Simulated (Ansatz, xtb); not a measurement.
H3NO3W: which of two structures lies lower

Structure I is a singlet given by its coordinates and structure II is a singlet given by its coordinates. Both are isolated molecules in the gas phase, relaxed with PBE0-D4/def2-SVP.

I (Å):

| atom | x (Å) | y (Å) | z (Å) |
| --- | --- | --- | --- |
| N | 0.1036 | 1.4595 | -0.2332 |
| O | 1.6157 | -0.9427 | 0.5588 |
| O | 0.2051 | -0.9790 | -1.8745 |
| O | -1.3242 | -1.2344 | 0.6191 |
| W | 0.1804 | -0.4772 | -0.2420 |
| H | 0.5629 | 2.0448 | 0.4592 |
| H | -0.2448 | 2.0172 | -1.0082 |
| H | -1.3532 | -1.7011 | 1.4603 |

Close contacts (Å): N1–W5 1.94, O2–W5 1.71, O3–W5 1.71, O4–W5 1.89, N1–H6 1.02, N1–H7 1.02, O4–H8 0.96, W5–H6 2.65, W5–H7 2.64, W5–H8 2.60.

II (Å):

```yaml
atoms:
  - { symbol: N, position_ang: [-0.8670, -0.8378, 0.8395] }
  - { symbol: O, position_ang: [1.8742, 0.1484, 0.3222] }
  - { symbol: O, position_ang: [0.2187, -1.1012, -1.7529] }
  - { symbol: O, position_ang: [-0.6548, 1.5604, -0.8803] }
  - { symbol: W, position_ang: [0.1350, -0.0852, -0.3841] }
  - { symbol: H, position_ang: [2.1623, -0.0299, 1.2228] }
  - { symbol: H, position_ang: [-1.4277, 1.9745, -0.4843] }
  - { symbol: H, position_ang: [-1.4408, -1.6293, 1.1170] }
```

Close contacts (Å): N1–W5 1.75, O2–W5 1.89, O3–W5 1.71, O4–W5 1.89, N1–H8 1.02, O2–H6 0.96, O4–H7 0.96, W5–H6 2.59, W5–H7 2.59, W5–H8 2.67.

Energies in hartree; the thermal terms are from PBE0-D4/def2-SVP harmonic frequencies (ideal gas, rigid rotor, one conformer each, 298.15 K, 1 atm) and include the zero-point energy:

|  | I | II |
| --- | --- | --- |
| E, CCSD(T)/def2-SVP | −348.188675 | −348.167649 |
| E, MP2/def2-SVP | −348.189907 | −348.165563 |
| E, MP2/def2-TZVPP | −348.904528 | −348.882265 |
| zero-point energy | 0.044766 | 0.043887 |
| H(298 K) − E | 0.052859 | 0.051929 |
| G(298 K) − E | 0.012920 | 0.012267 |

**Question.** Correct the CCSD(T) difference for the basis set by the MP2 change, then work out ΔE, ΔE₀, ΔH and ΔG for I → II in kcal/mol (1 Eh = 627.51 kcal/mol) and the equilibrium ratio [II]/[I].

**Answer.** 1. Differences II − I: CCSD(T) +0.021026, MP2 in the small set +0.024344, MP2 in the large set +0.022263 Eh.
2. ΔE = +0.021026 + (+0.022263 − (+0.024344)) = +0.018945 Eh = +11.89 kcal/mol.
3. ΔE₀ = ΔE + ΔZPE = +0.018945 + (−0.000879) Eh = +11.34 kcal/mol.
4. ΔH = ΔE + (−0.000930) Eh = +11.30 kcal/mol.
5. ΔG = ΔE + (−0.000653) Eh = +11.48 kcal/mol, so ΔS = (ΔH − ΔG)/T = −2.4 J/(mol K).
6. kT = 0.9442 mEh, so K = [II]/[I] = exp(−ΔG/kT) = exp(−19.37) ≈ 3.9 × 10^−9.

Structure I is favoured at this temperature. An error of 1 kcal/mol in ΔG would change K by a factor of 5.4. Large T1 diagnostics make the coupled-cluster value less sure. Mirror images and further conformers aren't counted.

Other levels gave ΔE = +13.0 (PBE0-D4/def2-SVP); +9.9 (HF/def2-SVP); +15.3 (MP2/def2-SVP); +13.2 (CCSD(T)/def2-SVP) kcal/mol. The correlated steps freeze 4 core orbitals. Atoms past krypton carry core potentials in the def2 sets, without spin–orbit terms. Programs: Ansatz 0.2.0.
